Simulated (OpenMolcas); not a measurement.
Rh III: the spin-orbit constant, worked from levels

```
Program             : OpenMolcas
Basis               : ANO-RCC-VTZP [7s6p4d2f1g]
Scalar Hamiltonian  : DKH2, point nucleus
Active space        : 7 electrons in 5 orbitals (4d)
State averaging     : 2S+1 = 4 even, 10 roots; 2S+1 = 2 even, 40 roots
Spin-orbit coupling : RASSI with atomic mean-field integrals over the reference wave functions, term energies averaged over their components
```

Methods: CASSCF; MS-CASPT2, IPEA 0.25 Eh, imaginary shift 0.1 Eh (closed shells correlated: 4s 4p). Measured levels: the list in Shadmi, J. Res. Natl. Bur. Stand. 70A, 435 (1966).

**The spin-orbit constant.** For the Hund term ⁴F of d7, E(J) = (A/2) J(J+1) + constant and ζ = -2S·A = -3A. From J = 3/2 to J = 9/2 the energy changes by 10.5 A.

```
   Source  E(9/2) - E(3/2)       A     ζ
   CASSCF          -4312.6  -410.7  1232
MS-CASPT2          -4271.3  -406.8  1220
 measured          -4322.0  -411.6  1235
```

All in cm-1. MS-CASPT2 is off by -1.2 % and CASSCF by -0.2 %. Both methods take the spin-orbit matrix elements from the reference wave functions, so the second can move ζ only through the term energies and any multistate remixing. Second-order mixing with other terms is absorbed into this ζ.

Term energies are means over components that CASPT2 splits; among the terms shown or strongly mixed into the levels shown the widest spread is 810 cm-1 (4d⁷ ⁴F, MS-CASPT2). Levels of configurations with an s electron are missing; early in the row they begin among the upper levels of the d shell and mix with terms of their name. Without dynamic correlation excited terms often stand tens of per cent too high (terms of higher spin than the ground term too low), and those without a measured partner can miss by more than the paired ones (holds for CASSCF). Computed and measured levels are paired by configuration, term and J; levels that our copy of the source lacks, or whose pairing is in doubt (as where it misses far off the trend of its configuration), stay unpaired and out of the deviations. Only configurations of the active space appear.
